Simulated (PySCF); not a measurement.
Species: C7H13P.
Z-matrix (Å and degrees, PBE0-D3(BJ)/def2-SVP geometry), rows numbered from 1:
```
C 
C   1  1.5223
C   2  1.5303  1  111.29
C   2  1.5043  1  113.44  3   125.32
C   4  1.3419  2  127.63  1    -3.00
C   5  1.5012  4  117.24  2  -177.12
C   6  1.5308  5  107.28  4   -19.24
P   4  1.8540  2  120.36  1   176.62
H   1  1.1004  2  111.59  3   177.98
H   1  1.1020  2  111.10  3   -61.49
H   1  1.1005  2  110.59  3    57.96
H   2  1.1071  1  107.99  3  -117.03
H   3  1.1009  2  110.90  1   -56.70
H   3  1.1016  2  111.55  1  -176.60
H   3  1.1019  2  110.70  1    63.31
H   5  1.0950  4  122.62  2     0.09
H   6  1.1031  5  112.11  4  -142.27
H   6  1.1076  5  109.07  4   100.85
H   7  1.1022  6  110.21  5   -89.90
H   7  1.0999  6  113.81  5   149.71
H   8  1.4372  4   96.78  2    93.33
```

Theory: PySCF, PBE0-D3(BJ)/def2-SVP geometry optimisation, gas phase.

Take the most abundant isotopes and a rigid rotor. The values belong to one conformer with, in the numbering `[CH3:1][CH:2]([CH3:3])[C:4]1=[CH:5][CH2:6][CH2:7][PH:8]1`, C1–C2–C4–C5 -3°, C4–C5–C6–C7 -19°, C5–C6–C7–P8 25°, C6–C7–P8–C4 -21°, C2–C4–P8–C7 -169°.

Q: What are A, B and C (cm⁻¹)?

A: Ia = 174.51, Ib = 411.33, Ic = 537.22 u·Å²; 505379 MHz·u·Å²/I gives 2896, 1229 and 940.7 MHz, that is A = 0.09660, B = 0.04098, C = 0.03138 cm⁻¹.

Q: Classify the top.

A: An asymmetric top. Ray's parameter κ = (2B − A − C)/(A − C) = -0.706; −1 is the prolate and +1 the oblate limit.

Q: Is it planar, by Δ = Ic − Ia − Ib?

A: Not planar: Δ = Ic − Ia − Ib = -48.62 u·Å². For a rigid frame Δ = −2 Σ m c², so Σ m c² = 24.31 u·Å² lies off the ab plane: 12.59 from hydrogen and 11.72 from heavier atoms. The atom farthest from that plane is 1.68 Å away.

Q: Give the other two planar moments, Paa and Pbb, and the rms extents of the mass along the axes.

A: Paa = Σ m a² = (Ib + Ic − Ia)/2 = 387.02 and Pbb = Σ m b² = (Ia + Ic − Ib)/2 = 150.20 u·Å². With the mass M = 128.08 u, the rms extents √(P/M) along a, b and c are 1.74, 1.08, 0.44 Å.

Q: Which types of transition are allowed, and where do some lines up to J = 5 fall?

A: The dipole components are |μa| = 0.01 D, |μb| = 1.19 D, |μc| = 0.54 D. Intensities carry the squares of the components, which stand as 0.00 : 1.00 : 0.21 (a : b : c). Some lines, for components of 0.1 D or more:

```csv
type,branch,"J(Ka,Kc)",MHz,lower level (cm⁻¹)
c,Q,"4(1,4) ← 4(0,4)",774,0.707
c,Q,"5(2,4) ← 5(1,4)",3449,1.209
b,R,"1(1,1) ← 0(0,0)",3837,0.000
b,R,"4(1,3) ← 3(2,2)",4584,0.676
b,R,"3(0,3) ← 2(1,2)",4961,0.263
b,Q,"2(2,0) ← 2(1,1)",5036,0.292
b,Q,"3(2,2) ← 3(1,3)",6318,0.465
c,R,"2(1,1) ← 1(0,1)",6582,0.072
b,R,"3(1,3) ← 2(0,2)",7470,0.216
b,Q,"5(4,1) ← 5(3,2)",12539,1.637
b,R,"3(2,1) ← 2(1,2)",12542,0.263
c,Q,"4(4,1) ← 4(3,1)",12607,1.271
b,Q,"4(4,0) ← 4(3,1)",12607,1.271
b,R,"4(2,3) ← 3(1,2)",13244,0.523
c,Q,"5(5,1) ← 5(4,1)",16230,2.056
b,Q,"5(5,0) ← 5(4,1)",16230,2.056
b,R,"5(4,2) ← 4(3,1)",23529,1.271
b,R,"5(4,1) ← 4(3,2)",23548,1.270
c,R,"5(5,0) ← 4(4,0)",27154,1.691
b,R,"5(5,0) ← 4(4,1)",27154,1.691
```

Q: Estimate the classical rotational partition function at 10 K, 25 K and 50 K.

A: Point group C1, symmetry number σ = 1; q = (√π/σ)·√((kT/h)³/(ABC)), k/h = 20836.6 MHz/K: 2910 at 10 K, 11500 at 25 K, 32600 at 50 K.

PBE0-D3(BJ)/def2-SVP frequencies: not computed here. Constants of a rigid frame at the computed geometry: no zero-point averaging, no centrifugal distortion. A rigid rotor knows nothing of internal rotation, which can split or shift real lines.

Hardware: an Arm Neoverse V1 with one thread (shared host). Cost: 99 s, 0.74 GiB resident at most. That covers the optimisation of the geometry.
